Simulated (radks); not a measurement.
Species: the barium ion Ba3+. Configuration: [Kr] 4d8 5s2 5p5 6s2 (not the ground configuration). All-electron calculation, Dirac Kohn-Sham, BLYP, spin-unpolarised, spherical densities, point nucleus; open shells fill j = l - 1/2 first. Program: a radial shooting solver on a logarithmic mesh with Libxc functionals.

Spin-orbit splittings of the eigenvalues, e(l+1/2) - e(l-1/2), with zeta = 2 splitting/(2l+1) and mean radii in bohr:

| shell | occ. | splitting (eV) | zeta (eV) | <r> j=l-1/2 | <r> j=l+1/2 |
|---|---|---|---|---|---|
| 2p | 6 | 381.9 | 254.6 | 0.09192 | 0.09791 |
| 3p | 6 | 73.92 | 49.28 | 0.2814 | 0.2932 |
| 3d | 10 | ? | ? | 0.2641 | 0.2678 |
| 4p | 6 | 15.97 | 10.65 | 0.6869 | 0.7126 |
| 4d | 8 | 2.815 | 1.126 | 0.7689 | 0.7777 |
| 5p | 5 | 2.946 | 1.964 | 1.640 | 1.700 |
| 5d | 0 | 0.3827 | 0.1531 | 2.153 | 2.176 |
| 6p | 0 | 0.6447 | 0.4298 | 3.620 | 3.724 |

Estimate the 3d splitting.

Answer. 15.78 eV (zeta = 6.311 eV).
